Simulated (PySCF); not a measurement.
# As(29+) (arsenic, charge +29): Hartree-Fock from Schrödinger to Dirac-Coulomb-Breit

Occupied: 1s1/2, 2s1/2. Hartree-Fock calculated with PySCF 2.14 in an uncontracted even-tempered set (16 s from 3.3 bohr⁻², ratio 2.7; 11 p from 4 bohr⁻², ratio 2.7), Gaussian nucleus throughout. NR is non-relativistic, sf-X2C the spin-free one-electron X2C Hamiltonian, X2C adds the bare one-electron spin-orbit term, X2C-SNSO screens it by Boettger's factors, DC is four-component Dirac-Coulomb, and the Gaunt and Breit terms are added at first order (total energies over the DC spinors, levels after relaxing the spinors in that mean field). QED terms are absent. Levels marked empty are virtual spinors of this ion.

| Hamiltonian | E (hartree) |
| --- | --- |
| NR | -1310.1853 |
| sf-X2C | -1330.0358 |
| X2C | -1330.0358 |
| X2C-SNSO | -1330.0358 |
| DC | -1330.3142 |
| DC+Gaunt | -1329.7373 |
| DC+Breit | -1329.7483 |

```
   level (eV)        NR    sf-X2C       X2C  X2C-SNSO        DC  DC+Gaunt  DC+Breit
        1s1/2  -13918.4  -14112.2  -14112.2  -14112.2  -14118.9  -14105.1  -14105.2
        2s1/2   -3224.3   -3281.1   -3281.1   -3281.1   -3281.8   -3280.3   -3280.4
2p1/2 (empty)   -3042.5   -3063.1   -3094.3   -3092.3   -3092.8   -3090.1   -3090.5
2p3/2 (empty)   -3042.5   -3063.1   -3048.2   -3049.1   -3049.2   -3047.6   -3048.0
3s1/2 (empty)   -1337.3   -1356.0   -1356.0   -1356.0   -1356.2   -1355.8   -1355.8
```

Question: How large are the two-electron picture-change error of X2C and the Breit correction in the total energy?

Answer: X2C-1e lies 0.2784 hartree above Dirac-Coulomb; Gaunt adds 0.5769 and the full Breit term 0.5659 hartree.

```csv
interval (eV),X2C,X2C-SNSO,DC,DC+Gaunt,DC+Breit
2p3/2 − 2p1/2,46.06,43.22,43.60,42.48,42.48
```

Weight of the small component: 1s1/2 0.0144, 2s1/2 0.00329, 2p1/2 0.00321, 2p3/2 0.00316, 3s1/2 0.00135.

Koopmans' value for the highest occupied level at DC+Breit: 3280.4 eV, against an ionisation energy of 3287 ± 3 eV (semi-empirical (NIST evaluation); NIST Atomic Spectra Database, ionization energies); the former lacks relaxation, correlation, QED and recoil.

The whole ladder took 44 s of wall time on 1 thread of Neoverse-N1 (shared host), launched as `OMP_NUM_THREADS=1 python relrun2.py TASK.json OUT` (a driver that calls PySCF for each Hamiltonian).
